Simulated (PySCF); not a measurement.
Radial density of O(3+) (oxygen, charge +3)

PBEsol, [He] 2s2 2p1, 2P determinant. Calculation: PySCF 2.14, in aug-cc-pwCVDZ (5s4p2d, 27 functions); no relativity, point nucleus.

| r (bohr) | 4πr²ρ (e/bohr) | 4πr²(ρα − ρβ) |
| --- | --- | --- |
| 0.00418 | 0.06471 | 0.0000 |
| 0.00704 | 0.1758 | -0.0001 |
| 0.0118 | 0.4589 | -0.0003 |
| 0.0199 | 1.144 | -0.0006 |
| 0.0335 | 2.605 | -0.0011 |
| 0.0563 | 5.142 | -0.0003 |
| 0.0947 | 7.932 | 0.0107 |
| 0.159 | 8.180 | 0.0748 |
| 0.268 | 4.542 | 0.3004 |
| 0.451 | 2.304 | 0.7314 |
| 0.758 | 3.230 | 1.0237 |
| 1.28 | 1.712 | 0.5196 |
| 2.15 | 0.1257 | 0.0310 |
| 3.61 | 0.0008575 | 0.0006 |
| 6.07 | 3.741e-05 | 0.0000 |
